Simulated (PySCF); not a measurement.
Ga(OH)(OEt)(NH2), SMILES [OH][Ga]([O]CC)[NH2] (C2H8GaNO2), singlet (B3LYP/def2-SVP optimised geometry):

```
14

Ga     0.229    -0.246     0.000
O     -0.793    -1.717    -0.094
H     -0.301    -2.546    -0.133
O     -0.613     1.328     0.000
C     -2.003     1.493    -0.204
C     -2.430     1.180    -1.633
H     -2.590     0.869     0.500
H     -2.241     2.546     0.033
H     -2.249     0.118    -1.870
H     -3.505     1.378    -1.777
H     -1.866     1.799    -2.349
N      2.045    -0.246     0.000
H      2.590    -1.063     0.251
H      2.549     0.612     0.202
```

Calculation: B3LYP/def2-TZVP (PySCF).

What are the frontier orbital energies and the dipole moment?

HOMO-2 -7.75 eV, HOMO-1 -7.59 eV, HOMO -7.13 eV, LUMO -0.82 eV, LUMO+1 0.35 eV; dipole moment 2.03 D.

On the same geometry PBE/def2-TZVP (PySCF) gives HOMO-2 -6.48 eV, HOMO-1 -6.30 eV, HOMO -5.89 eV, LUMO -1.37 eV, LUMO+1 -0.17 eV; dipole moment 1.99 D.

Meta-Löwdin charges at B3LYP/def2-TZVP: Ga1 0.96, O2 -0.73, H3 0.34, O4 -0.59, C5 0.04, C6 -0.33, H7 0.09, H8 0.10, H9 0.11, H10 0.11, H11 0.11, N12 -0.68, H13 0.23, H14 0.24.
